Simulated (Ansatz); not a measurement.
A nudged elastic band was laid between two geometries of H3P + H6OSi2 (13 atoms, charge 0, multiplicity 1).

Level of theory: RHF/6-31G* in Ansatz 0.2.0.

```yaml
movable_images: 5
climbing_image: yes
spring: 5.0 eV/Å²
optimiser: quadratic models (default)
start_path: through a guess of the saddle point
force_threshold: 0.05 eV/Å
iteration_limit: 60
end_points: relaxed
```

Initial state:

```xyz
13
Properties=species:S:1:pos:R:3
Si -0.571 0.719 -0.043
O -0.933 0.338 1.497
Si -1.654 -0.078 2.896
H -2.736 -1.049 2.645
H -0.661 -0.687 3.798
H -2.223 1.116 3.545
H 0.884 0.911 -0.173
H -1.260 1.964 -0.434
H -0.997 -0.365 -0.949
P 2.540 -3.618 1.183
H 1.277 -4.060 0.762
H 2.804 -2.857 0.035
H 2.058 -2.545 1.947
```

Final state:

```xyz
13
Properties=species:S:1:pos:R:3
Si 0.676 -0.427 -1.087
O -1.205 -0.732 2.398
Si -1.904 -0.434 3.858
H -3.261 0.062 3.591
H -1.979 -1.658 4.682
H -1.153 0.580 4.628
H 1.373 -0.498 -2.385
H 0.714 0.960 -0.591
H -0.717 -0.871 -1.256
P 1.647 -1.747 0.483
H 1.704 -2.936 -0.257
H 2.981 -1.370 0.274
H -0.348 -1.138 2.371
```

What changes between the two ends?

Bonds broken: Si1–O2, P10–H13. Bonds formed: Si1–P10, O2–H13. H3P + H6OSi2 becomes H4OSi + H5PSi.

Give the energies along the band, and the barrier.

The run converged. The highest image is number 3 of 0 to 6, 74.5 kcal/mol above the first end and 50.9 kcal/mol above the last; the last end lies 23.5 kcal/mol above the first. Neighbouring images differ by up to 3.1 eV, so the band resolves the path poorly. A vibrational analysis at the climbing image gives one clearly imaginary mode, 311i cm⁻¹: a first-order saddle point. The orbitals stay closed-shell, which can raise the energy where a bond breaks towards radicals; this wasn't checked here.

```
image  path coordinate (Å)  energy (kcal/mol)  Si1–O2 (Å)  P10–H13 (Å)  Si1–P10 (Å)
    0                 0.00                0.0        1.63         1.40         5.48
    1                 1.56                0.1        1.63         1.40         4.82
    2                 3.12                2.5        1.64         1.40         3.93
    3                 4.69               74.5        1.82         2.13         2.97
    4                 6.65               32.3        2.95         2.46         2.30
    5                 8.61               23.9        3.68         2.90         2.27
    6                10.57               23.5        3.97         2.81         2.27
```

What is the geometry of the highest image?


```xyz
13
Properties=species:S:1:pos:R:3
Si -0.088 -0.301 0.070
O -0.345 -0.675 1.835
Si -1.441 -0.127 3.050
H -2.793 -0.497 2.631
H -1.023 -0.834 4.260
H -1.280 1.322 3.165
H 1.143 0.413 -0.258
H -1.126 0.767 0.151
H -0.640 -1.262 -0.881
P 1.727 -2.528 0.825
H 1.299 -3.223 -0.318
H 2.791 -1.843 0.216
H 0.304 -1.423 1.962
```

Run time: 5.2 min on 1 thread of Arm Neoverse V1, on a shared host, peak memory 0.18 GiB.
